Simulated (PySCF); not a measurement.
Simulation results for CH8BNSi

All values are calculated (PySCF 2.14.0). Calculation on a computer-drawn molecule: the log of a Hartree-Fock and frozen-core CCSD(T) single point meant for a local Hartree-Fock minimum, with one planted fault or none, to be diagnosed. Offsets are logged minus clean, where the clean run is the same molecule without the fault. The reference is restricted for singlets and unrestricted otherwise, and also for a bond in bohr or an excited solution. Adding or removing an electron swaps singlet and doublet. The excited solution moves the top pair (singlet) or top alpha electron (doublet) to the lowest empty orbital. Highest occupied and lowest empty are orbital energies over both spins, largest force is the largest gradient component, triples share is (T) over the correlation energy, the T1 limit is 0.02 restricted and 0.045 unrestricted, electrons count all cores, a negative frequency is imaginary (commonest isotopes), and the dipole is about the centre of nuclear charge.

### CH8BNSi

Logged structure:
```xyz
12
CH8BNSi
C     -1.6263     0.3141     0.9759
B     -1.7881     0.4444    -0.6006
N     -2.3281    -0.6067    -1.3410
Si    -1.2113     2.1511    -1.5899
H     -0.5779     0.4409     1.2684
H     -2.1821     1.1078     1.4876
H     -1.9715    -0.6465     1.3724
H     -2.4549    -0.5833    -2.3312
H     -2.6289    -1.4649    -0.9230
H     -1.9485     3.3451    -1.0934
H      0.2393     2.4263    -1.4012
H     -1.4578     2.0553    -3.0566
```

```
meant charge                         : 0
meant multiplicity                   : 1
meant basis                          : cc-pV(D+d)Z
logged electrons                     : 39
logged basis functions               : 105
logged SCF converged                 : yes
logged spin squared                  : 0.7617
logged highest occupied              : -17.389 eV
logged lowest empty                  : -7.6936 eV
logged largest force                 : 0.11337 hartree/bohr
logged T1 diagnostic                 : 0.017455
logged D1 diagnostic                 : 0.068035
logged triples share                 : 0.029433
logged CC converged                  : yes
logged dipole magnitude              : 1.1979 debye
logged SCF stable within its kind    : yes
logged energy HF                     : -410.31433 hartree
logged energy CCSD(T)                : -410.8785 hartree
possible faults                      : no fault, one electron removed, one electron added, multiplicity raised by two, geometry at a saddle point, SCF held on an excited solution, minimal basis STO-3G, one bond length entered in bohr, all coordinates scaled
planted fault                        : one electron removed
HF energy offset from clean run      : 208.6 kcal/mol
CCSD(T) energy offset from clean run : 221.1 kcal/mol
```

Drawn bonds:
| atom | other atom | order |
| --- | --- | --- |
| 1 | 2 | 1 |
| 2 | 3 | 1 |
| 2 | 4 | 1 |
| 1 | 5 | 1 |
| 1 | 6 | 1 |
| 1 | 7 | 1 |
| 3 | 8 | 1 |
| 3 | 9 | 1 |
| 4 | 10 | 1 |
| 4 | 11 | 1 |
| 4 | 12 | 1 |
